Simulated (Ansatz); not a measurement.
Relaxation of Cl4H2Sn (7 atoms, charge 0, multiplicity 1), to a largest force component of 0.03 eV/Å in at most 50 steps.

These are results of Ansatz 0.2.0, RKS PBE0-D4/def2-SVP, not measurements.

```xyz
7
Properties=species:S:1:pos:R:3
Sn -1.007 1.933 0.145
H 0.209 -0.774 0.649
Cl 1.015 -1.866 -0.825
Cl -1.958 0.270 -1.308
Cl -0.282 -0.326 1.859
H 0.736 -0.874 0.026
Cl 1.287 1.636 -0.545
```

Where does it end, and by what steps?

It converged. After 11 steps the energy has fallen by 2.131 eV; H6 moved furthest, 1.03 Å. Parted: H2–H6 (0.82 → 2.33 Å).

| step | energy less start (eV) | largest force component (eV/Å) | accepted |
| --- | --- | --- | --- |
| 0 | 0.0000 | 4.673 | yes |
| 1 | -0.8895 | 2.697 | yes |
| 2 | -1.3797 | 1.809 | yes |
| 3 | -1.6079 | 1.492 | yes |
| 4 | -1.7572 | 1.352 | yes |
| 5 | -1.9226 | 1.161 | yes |
| 6 | -2.0355 | 0.973 | yes |
| 7 | -2.1045 | 0.521 | yes |
| 8 | -2.1069 | 0.322 | yes |
| 9 | -2.1287 | 0.190 | yes |
| 10 | -2.1305 | 0.087 | yes |
| 11 | -2.1311 | 0.029 | yes |

```xyz
7
Properties=species:S:1:pos:R:3
Sn -0.987 1.898 0.204
H 0.016 -1.075 1.090
Cl 1.030 -1.848 -0.533
Cl -2.050 0.396 -1.322
Cl -0.557 -0.326 2.029
H 1.246 -0.577 -0.819
Cl 1.302 1.531 -0.647
```

Whether the end is a true minimum wasn't checked by a vibrational analysis.

The run took 33 s on 2 threads of Intel(R) Xeon(R) Platinum 8488C (Sapphire Rapids), on a shared host, peak memory 0.33 GiB.
